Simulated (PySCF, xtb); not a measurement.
C₃H₁₁ClSi₂, SMILES CC[Si@H](Cl)[SiH2]C. The values are those of a single conformer.

Harmonic wavenumbers (cm⁻¹) from xtb 6.7.1 with GFN2-xTB at its own minimum, in rising order: 17, 54, 80, 112, 122, 146, 171, 236, 277, 382, 416, 503, 559, 601, 644, 660, 703, 743, 752, 799, 825, 832, 980, 1021, 1078, 1238, 1287, 1370, 1421, 1481, 1484, 1486, 1511, 1513, 2148, 2177, 2187, 2957, 2973, 3019, 3027, 3032, 3035, 3036, 3038.

Problem. What does B3LYP-D3(BJ)/def2-SVP in PySCF give at its own minimum? (An estimate is asked for; the answer gives what the named calculation found.)

Solution. 40, 60, 90, 119, 132, 176, 193, 239, 285, 398, 452, 532, 593, 649, 673, 687, 713, 781, 801, 888, 891, 941, 975, 987, 1033, 1242, 1253, 1269, 1400, 1433, 1436, 1440, 1474, 1480, 2190, 2195, 2201, 3024, 3035, 3035, 3081, 3103, 3104, 3128, 3133. Paired by order, the mean absolute difference is 39 cm⁻¹ and the zero-point energies are 80.2 and 81.5 kcal/mol.
